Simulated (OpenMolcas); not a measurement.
Ru²⁺: from RASSCF to RASPT2

```json
{"Program": "OpenMolcas", "Basis": "ANO-RCC-VTZP [7s6p4d2f1g]", "Scalar Hamiltonian": "DKH2, point nucleus", "Active space": "6 electrons in 9 orbitals (RAS2 4d 5s; RAS3 5p, at most 2 electrons)", "State averaging": "2S+1 = 5 even, 30 roots; 2S+1 = 7 even, 1 root kept (CI in the orbitals of an earlier block); 2S+1 = 3 even, 87 roots kept (CI in the orbitals of an earlier block); 2S+1 = 1 even, 85 roots kept (CI in the orbitals of an earlier block); 2S+1 = 5 odd, 54 roots (12 in the spin-orbit step); 2S+1 = 7 odd, 3 roots kept (CI in the orbitals of an earlier block); 2S+1 = 3 odd, 89 roots kept (CI in the orbitals of an earlier block, 0 in the spin-orbit step); 2S+1 = 1 odd, 31 roots kept (CI in the orbitals of an earlier block, 0 in the spin-orbit step)", "Spin-orbit coupling": "state interaction with AMFI integrals over the reference wave functions, term energies averaged over their components"}
```

Methods on the same reference wave functions:
A. RASSCF
B. SS-RASPT2, IPEA 0.25 Eh, imaginary shift 0.1 Eh (closed shells correlated: 4s 4p)
C. MS-RASPT2, IPEA 0.25 Eh, imaginary shift 0.1 Eh (closed shells correlated: 4s 4p)

Energies in cm-1 above 4d6 5D4, the measured ground level; measured values from Moore, Atomic Energy Levels, vol. III, NSRDS-NBS 35 (1971 reprint of NBS Circular 467, 1958).

| Level | A | B | C | Measured |
| --- | --- | --- | --- | --- |
| 4d6 5D4 | 0.0 | 0.0 | 0.0 | 0.0 |
| 4d6 5D3 | 1209 | 1228 | 1229 | 1159 |
| 4d6 5D2 | 1953 | 1941 | 1943 | 1826 |
| 4d6 5D1 | 2431 | 2410 | 2410 | 2266 |
| 4d6 5D0 | 2662 | 2640 | 2640 | 2476 |
| 4d6 3H6 | 18674 | 16200 | 16210 |  |
| 4d6 3H5 | 19042 | 16380 | 16390 |  |
| 4d6 3P2(1) | 19125 | 15480 | 15490 |  |
| 4d5 5s 7S3 | 19635 | 24840 | 24850 | 27163 |
| 4d6 3F3(1) | 21103 | 17560 | 17570 |  |
| 4d6 3F2(1) | 21666 | 18100 | 18110 |  |
| 4d6 3P1(1) | 22603 | 18970 | 18980 |  |
| 4d6 3G5 | 23120 | 19590 | 19590 |  |
| 4d6 3P0(1) | 23368 | 19590 | 19600 |  |
| 4d6 3G4 | 24235 | 20550 | 20560 |  |
| 4d6 3G3 | 24532 | 20800 | 20810 |  |
| 4d6 3D2 | 28437 | 22890 | 22900 |  |
| 4d6 3D1 | 28535 | 23040 | 23050 |  |
| 4d6 1I6 | 28551 | 24950 | 24960 |  |
| 4d6 3D3 | 28776 | 23220 | 23230 |  |
| 4d6 1G4(1) | 29741 | 25800 | 25810 |  |
| 4d6 1S0 | 33251 | 28040 | 28050 |  |
| 4d5 5s 5S2 | 35257 | 37950 | 37960 | 41112 |
| 4d6 1D2(1) | 36298 | 29730 | 29740 |  |

Deviations, from unrounded energies. A percentage is the sum of absolute deviations over the sum of measured energies, with the sign that they share, or ± where signs differ.

```csv
Against measurement,Levels,A,B,C
mean absolute deviation (cm-1),6,2300,990,990
fine structure of the ground term (%),4,+6.8,+6.3,+6.5
other configurations (%),2,-19.6,-8.0,-8.0
```

B, C lie about equally close to measurement and A furthest from it. The largest miss of C in the table is 4d5 5s 5S2, by -3200 cm-1. The ranking rests on the paired levels alone, and a cruder setting can come out closer through cancelling errors.

Between B and C the level of the table that moves most is 4d6 3P0(1), by 7.4 cm-1 (lowest in B, highest in C). Moves below CASPT2's spread within the term are not significant.

The two smallest mean deviations differ by little beside CASPT2's spread within terms, so their order carries little weight.

From A to B the spin-free energies of the other terms of 4d6 shown, above 5D, scale by factors of 0.80 to 0.86, as is usual when dynamic correlation screens the repulsion within a d or f shell.

The lowest spin-free term lies below A's lowest term by 0.429 hartree in B, 0.429 hartree in C.

CASPT2 does not keep the components of a term degenerate, so their means are used; among the terms shown or strongly mixed into the levels shown the widest spread is 200 cm-1 (4d6 1G(1), C). Some high roots are left out of the spin-orbit mixing, which shifts the levels that they would mix with. Terms from blocks run as CI alone lack orbitals of their own. A single d shell beside an s shell can misplace configurations of different d count against each other. Without dynamic correlation excited terms often stand tens of per cent too high (terms of higher spin than the ground term too low), and those without a measured partner can miss by more than the paired ones (holds for A). The CASPT2 spread within a term exceeds the gap to the next term for 4d6 1I and 4d6 1G(1), 4d6 1G(1) and 4d5 5s 7S, so the order of their levels is uncertain (holds for B; C). Blocks of more than 70 roots (2S+1 = 3 even, 1 even) ran without multistate coupling (holds for C). Measured partners are found by configuration, term and J. A level has none where our copy of the source lacks it or the pairing is in doubt (some pairs that miss far off the trend of their configuration count as doubtful), and it then counts in no deviation. Only configurations of the active space appear. Levels that lie high or do not pair safely by name in every column are left out.

A number in round brackets counts repeated terms of one configuration in the order of the reference energies.
